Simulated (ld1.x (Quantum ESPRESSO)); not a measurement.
# An all-electron radial function and its pseudo partner (calcium)

Columns: radius, all-electron u(r) and pseudo u(r) of the 3d shell (level -1.11 eV) of calcium in the configuration [Ar] 3d0.5 4s1.5 4p0; PBE, scalar-relativistic, TM semilocal scheme, ld1.x (Quantum ESPRESSO) 7.5.

```json
{"r (bohr)": "0.203", "all-electron": "0.0712", "pseudo": "0.0085"}
{"r (bohr)": "0.406", "all-electron": "0.2359", "pseudo": "0.0619"}
{"r (bohr)": "0.609", "all-electron": "0.3830", "pseudo": "0.1782"}
{"r (bohr)": "0.812", "all-electron": "0.4843", "pseudo": "0.3370"}
{"r (bohr)": "1.015", "all-electron": "0.5409", "pseudo": "0.4919"}
{"r (bohr)": "1.218", "all-electron": "0.5636", "pseudo": "0.5993"}
{"r (bohr)": "1.421", "all-electron": "0.5647", "pseudo": "0.6423"}
{"r (bohr)": "1.624", "all-electron": "0.5533", "pseudo": "0.6319"}
{"r (bohr)": "1.827", "all-electron": "0.5352", "pseudo": "0.5925"}
{"r (bohr)": "2.030", "all-electron": "0.5142", "pseudo": "0.5461"}
{"r (bohr)": "2.233", "all-electron": "0.4923", "pseudo": "0.5053"}
{"r (bohr)": "2.436", "all-electron": "0.4706", "pseudo": "0.4740"}
{"r (bohr)": "2.639", "all-electron": "0.4498", "pseudo": "0.4501"}
{"r (bohr)": "2.842", "all-electron": "0.4302", "pseudo": "0.4303"}
{"r (bohr)": "3.045", "all-electron": "0.4121", "pseudo": "0.4121"}
{"r (bohr)": "3.248", "all-electron": "0.3951", "pseudo": "0.3951"}
{"r (bohr)": "3.451", "all-electron": "0.3789", "pseudo": "0.3789"}
{"r (bohr)": "3.654", "all-electron": "0.3633", "pseudo": "0.3633"}
{"r (bohr)": "3.857", "all-electron": "0.3480", "pseudo": "0.3480"}
{"r (bohr)": "4.060", "all-electron": "0.3330", "pseudo": "0.3330"}
{"r (bohr)": "4.263", "all-electron": "0.3183", "pseudo": "0.3183"}
{"r (bohr)": "4.466", "all-electron": "0.3038", "pseudo": "0.3038"}
{"r (bohr)": "4.669", "all-electron": "0.2896", "pseudo": "0.2896"}
{"r (bohr)": "4.872", "all-electron": "0.2757", "pseudo": "0.2757"}
{"r (bohr)": "5.075", "all-electron": "0.2621", "pseudo": "0.2621"}
{"r (bohr)": "5.278", "all-electron": "0.2490", "pseudo": "0.2490"}
```

Q: How many radial nodes do the two functions have?

A: The all-electron 3d function has n − l − 1 = 0; the pseudo-wave has 0.

Q: At about which radius was the pseudo-wave matched?

A: 2.94 bohr. The columns agree to 0.0005 from 2.64 bohr on; several derivatives are matched, so the curves merge somewhat inside the radius.

Q: Is the pseudo-wave norm-conserving?

A: Yes: the TM semilocal scheme keeps the norm inside the radius equal to the all-electron one, which fixes the energy derivative of the logarithmic derivative at the level.
